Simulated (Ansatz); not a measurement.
System: sum formula Si₂H₂Cl₃ (charge 0, doublet). It need not be the lowest isomer of its formula. 
Coordinates optimised at B3LYP-D3(BJ)/def2-TZVP (Ansatz, a quantum-chemistry and plane-wave program):
```
Si
Cl 1 2.0540
Cl 1 2.0540 2 108.76
Cl 1 2.0585 2 107.86 3 -116.75
Si 1 2.3189 2 109.64 4 -123.41
H 5 1.4828 1 111.78 2 -176.48
H 5 1.4829 6 111.46 1 125.92
```
Charge 0, spin multiplicity 2.

Dipole moments at this geometry, in debye (magnitudes).

```tsv
level	program	dipole (D)
SVWN5/def2-TZVPD	Ansatz	1.63
PBE/def2-TZVPD	Ansatz	1.55
BLYP/def2-TZVPD	Ansatz	1.56
r2SCAN/def2-TZVPD	Ansatz	1.60
B3LYP/def2-TZVPD	Ansatz	1.67
PBE0/def2-TZVPD	Ansatz	1.67
BHLYP/def2-TZVPD	Ansatz	1.78
r2SCAN0/def2-TZVPD	Ansatz	1.70
HSE06/def2-TZVPD	Ansatz	1.67
CAM-B3LYP/def2-TZVPD	Ansatz	1.74
wB97M-V/def2-TZVPD	Ansatz	1.71
wB97X-V/def2-TZVPD	Ansatz	1.71
CCSD(T)/aug-cc-pV(D+d)Z	Ansatz	1.61
```
